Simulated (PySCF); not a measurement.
**Computed spin Hamiltonian**

Compound: C8H6Cl (doublet state).
Numbering: `[CH3:1][C:2]#[C:3][C:4]1=[CH:5][CH2:6][C:7]([Cl:8])=[C:9]1` (hydrogens: H10, H11, H12 on C1; H13 on C5; H14, H15 on C6)

Structure used (GFN2-xTB), in Å, numbered top down from 1:
```
atom  x, y, z in Å
C1    -3.634   -0.537   -0.367
C2    -2.202   -0.361   -0.331
C3    -1.009   -0.204   -0.297
C4     0.386   -0.049   -0.271
C5     1.095    1.004    0.197
C6     2.563    0.760    0.035
C7     2.590   -0.613   -0.606
Cl8    4.064   -1.374   -1.011
C9     1.340   -1.026   -0.758
H10   -3.987   -0.513   -1.398
H11   -4.124    0.260    0.194
H12   -3.902   -1.497    0.074
H13    0.690    1.901    0.629
H14    3.039    1.502   -0.609
H15    3.090    0.755    0.991
```

Theory: UKS B3LYP, pcH-1 on C Cl H, non-relativistic, mean-field spin-orbit, GIAO (PySCF). Isolated species at its GFN2-xTB geometry, gas phase. A GFN2-xTB geometry isn't a minimum of the functional, and hyperfine couplings can be far from their values at a DFT geometry. No stability test was run, so a lower SCF solution isn't excluded.

```json
{
 "g1, g2, g3": "2.00028, 2.00215, 2.00268",
 "g_iso": "2.00170",
 "Form of g": "rhombic: the two nearest values differ by 22 % of g3 − g1",
 "⟨S²⟩": "0.7614 (exact 0.7500)",
 "HOMO–LUMO gap, α and β orbitals": "4.71, 2.93 eV",
 "Total energy": "-768.50081 Eh"
}
```

Isotropic coupling and dipolar principal values T1 to T3, in G; ρ(0) is the spin density at the nucleus (MHz turned into gauss with g_iso; 10 G = 1 mT):

```
atom  isotope  a_iso  of which spin–orbit     T1     T2    T3  Mulliken spin population  ρ(0) (bohr⁻³)
  C1      13C    0.2                  0.0   -0.1   -0.1   0.1                      0.00         0.0004
  C2      13C   -0.5                  0.0   -0.5   -0.2   0.7                     -0.01        -0.0014
  C3      13C    2.3                  0.0   -0.5   -0.3   0.8                      0.01         0.0057
  C4      13C   11.7                  0.0   -3.8   -1.5   5.3                     -0.04         0.0290
  C5      13C   17.7                  0.0   -1.7    0.7   1.0                      0.05         0.0442
  C6      13C   18.2                  0.0   -2.2   -1.8   3.9                      0.06         0.0454
  C7      13C   -0.5                  0.0   -9.1   -0.2   9.4                     -0.13        -0.0011
 Cl8     35Cl    1.7                  0.1   -2.5   -0.4   2.9                      0.00         0.0104
  C9      13C  167.2                  0.0  -28.7  -20.7  49.4                      1.04         0.4166
 H10       1H   -0.4                  0.0   -0.2   -0.2   0.3                      0.00        -0.0003
 H11       1H   -0.3                  0.0   -0.1   -0.1   0.3                      0.00        -0.0002
 H12       1H   -0.4                  0.0   -0.2   -0.2   0.4                      0.00        -0.0003
 H13       1H    5.1                  0.0   -0.9   -0.9   1.9                      0.01         0.0032
 H14       1H   -0.2                  0.0   -1.3   -0.4   1.7                      0.00        -0.0002
 H15       1H   -0.3                  0.0   -1.3   -0.4   1.7                      0.00        -0.0002
```

The largest Mulliken spin populations are on C9 (+1.04), C7 (-0.13) and C6 (+0.06). C9 is the only atom above +0.15.

Axes: g1 points within 3° of the C7–C9 bond.

Under fast tumbling the dipolar parts average out, and these isotropic splittings remain: 1 × 1H (H13, I = 1/2, 2 lines) with 0.51 mT, 1 × 35Cl (Cl8, I = 3/2, 4 lines) with 0.17 mT and 3 × 1H (H10/H11/H12, I = 1/2, 4 lines) with 0.04 mT.

Means are taken over nuclei equivalent by connectivity, which assumes that they swap fast.

Main isotope only: 35Cl (natural samples also hold 24 % 37Cl, magnetic too, which adds its own pattern).

The 13C coupling of C9 (468.3 MHz) shows only in satellite lines or after enrichment, since that isotope makes up about 1.07 % of natural carbon.
